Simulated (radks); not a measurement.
Question: Fe3+, configuration [Ar] 3d3.5 4s1 4p0.5 (fractional occupations, a model configuration). All-electron calculation, scalar-relativistic Kohn-Sham, SCAN, spin-polarised, spherical densities, finite nucleus; open shells are filled with parallel spins first; meta-GGA in the generalised Kohn-Sham scheme; Fermi nuclear charge, rms radius 3.7377 fm. Program: a radial shooting solver on a logarithmic mesh with Libxc functionals. Some entries of the table are withheld. Estimate them.

orbital,occ.,eigenvalue (hartree),r(max) (bohr)
1s up,1,-260.0383,0.03827
1s down,1,-260.0330,0.03828
2s up,1,-32.52746,0.2222
2s down,1,-32.41372,0.2220
2p up,3,-27.94449,0.1801
2p down,3,-27.85748,0.1798
3s up,1,-5.52581,0.6929
3s down,1,-5.29152,0.6950
3p up,3,-4.19804,0.7019
3p down,3,-3.96557,0.7052
3d up,3.5,-2.11565,0.6702
4s up,1,-1.36979,1.908
4p up,0.5,-1.06015,(1)

Answer: 
(1) 4p up r(max) (bohr): 2.158
